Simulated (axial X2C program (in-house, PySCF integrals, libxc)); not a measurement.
KO⁺: from Re and ωe to a spectrum

A bond curve at the PBE0 level, with spin–orbit coupling, was computed with an in-house all-electron X2C program for linear molecules (integrals from PySCF) (basis K dyall-cv3z [11s12p6d3f], O dyall-av3z [7s6p3d2f] (cores contracted in-house)) for the state Ω = 1 (⟨Sz⟩ = 1.00, ⟨Lz⟩ = 0.00 at PBE0). Its fit gives Re = 2.9532 Å, ωe = 125.8 cm⁻¹, ωexe = 3.27 cm⁻¹ and αe = 4.919e-03 cm⁻¹; the masses are 38.9637 and 15.9949 u. Two-component means X2C with spin–orbit coupling and atomic mean-field Coulomb and Gaunt terms.

**Question.** Find the reduced mass, Be and the force constant.

**Answer.** From the PBE0 values: μ = 11.3398 u. Be = 16.8576/(μ Re²) = 0.1705 cm⁻¹. k = 5.8918×10⁻⁷ μ ωe² = 0.106 mdyn/Å.

**Question.** A Morse curve ties αe to the other constants (Pekeris). How well does that hold?

**Answer.** αe(Morse) = 6Be²/ωe × (√(ωexe/Be) − 1) = 4.684e-03 cm⁻¹; the PBE0 curve gives 4.919e-03 cm⁻¹, a ratio of 0.95.

**Question.** Estimate the centrifugal constant by the Kratzer relation.

**Answer.** D = 4Be³/ωe² = 1.25e-06 cm⁻¹.

**Question.** Where do the fundamental and the first overtone lie?

**Answer.** ν(1←0) = ωe − 2ωexe = 119.3 cm⁻¹; ν(2←0) = 2ωe − 6ωexe = 232.0 cm⁻¹.

**Question.** Estimate De from a Morse curve and compare with the computed well depth of 0.188 eV to K+ + O.

**Answer.** De(Morse) = ωe²/(4ωexe) = 0.150 eV against 0.188 eV computed, a ratio of 0.80. The extrapolation falls short: long-range attraction (ionic or ion–induced dipole) or a change of character along the curve can cause this.

Occupations by symmetry block were frozen at the best pattern of an incomplete PBE0 search. De is counted from the lowest determinant-based energies of the atoms at the same level, without counterpoise correction. Density functionals use the spin component along the axis (collinear). The 2c atoms are single determinants rather than J levels; their spin–orbit lowering is only partly caught, and De is too large by that part. This holds for PBE0. Other states lie close and PBE0, whose exact exchange favours high spin, may order them wrongly; the determinant shown need not be the ground state. The nearest other 2c determinant of the search, Ω = 2, lies 0.39 eV up at the distance of the search. The functionals have no current-density term, which raises determinants with orbital currents, atoms included. With several unpaired electrons one determinant need not be a pure state. Open-shell Ω = 0 determinants with evenly filled partner blocks cannot be reached by this program, so the Ω shown need not be the lowest component. This is the Ω = 1 component of a π² triplet; the 0⁺ component is not one determinant and can lie lowest. The bond is weak, and without diffuse functions and with truncated virtuals even CCSD(T) can be tens of per cent off in De.
